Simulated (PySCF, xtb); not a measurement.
(2R)-but-3-ene-1,2-diamine (C₄H₁₀N₂), SMILES NC[C@@H](C=C)N.

GFN2-xTB in xtb at its own geometry gives an orbital gap of 4.05 eV and a dipole moment of 2.29 D.

Coordinates come from a B3LYP-D3(BJ)/def2-SVP optimisation. One conformer was computed; it need not be the lowest.

Q: What does PySCF with PBE/def2-TZVP give? (The exact figures need the calculation; the answer reports its results.)

A: gap 4.43 eV (levels -5.36 and -0.93 eV), dipole 1.78 D.
